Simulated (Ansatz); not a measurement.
Species: C₄H₁₄N₂Si, SMILES `N[Si](CC)(N)CC` (charge 0, multiplicity 1), formula C₄H₁₄N₂Si.

**Question.** How many basis functions does frozen-core CCSD(T)/cc-pVDZ // B3LYP-D3(BJ)/def2-SVP in Ansatz (a program for electronic structure) use, how many core orbitals are frozen, and how many electrons are correlated?

**Answer.** 172 basis functions and 11 frozen orbitals, which leaves 44 correlated electrons. Core time is of the order of minutes.
